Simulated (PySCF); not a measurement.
[Pb(OH)3]+: from a saddle point downhill

PySCF 2.14.0, RKS PBE0, Pb def2-SVP with ECP60, O def2-SVP, H def2-SVP; non-relativistic Hamiltonian with scalar-relativistic core potentials where named; density fitting; no spin-orbit coupling. Relaxed within the symmetry of its start, the geometry (C3v) is

```xyz
7

Pb    0.0000    0.0000    0.0559
O     2.0153    0.0000   -0.2764
H     2.5504    0.0000    0.5387
O    -1.0076    1.7453   -0.2764
H    -1.2752    2.2087    0.5387
O    -1.0076   -1.7453   -0.2764
H    -1.2752   -2.2087    0.5387
```

and its lowest harmonic modes are -363, -305, -305, 118, 118, 127 cm⁻¹ (negative: unstable). It was moved along the lowest mode and relaxed again, within the group C3 that the move left.

(1) Where does it end, and how much lower?

(2) How do the contacts change?

(3) Is the end a minimum?

State: singlet.

Results:

(1) In C3h, 0.440 eV lower, after 18 steps:
```xyz
7

Pb    0.0000    0.0000    0.1202
O     2.0031    0.3390    0.1203
H     2.4995   -0.5016    0.1205
O    -1.2951    1.5652    0.1203
H    -0.8154    2.4154    0.1205
O    -0.7080   -1.9042    0.1203
H    -1.6841   -1.9139    0.1205
```

(2) 
```
    contact  saddle (Å)  end (Å)
Pb1–O2 (OH)       2.042    2.032
Pb1–O4 (OH)       2.042    2.032
Pb1–O6 (OH)       2.042    2.032
```


(3) Yes; lowest modes 93, 93, 117, 302, 302, 304 cm⁻¹.
